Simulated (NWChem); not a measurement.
Molecule: 1,1-difluoroethane (C2H4F2); SMILES CC(F)F

Computed with NWChem. Pople sets run with spherical d functions. Geometry: optimised at PBE0/def2-SVP.

For level B3LYP/6-311++G**:

| Quantity | Value |
|---|---|
| orbital gap (eV) | 9.24 |
| dipole (D) | 2.35 |

Q: What are these values for level B3LYP/def2-TZVP?

A: 
| Quantity | Result |
|---|---|
| orbital gap (eV) | 10.48 |
| dipole (D) | 2.14 |
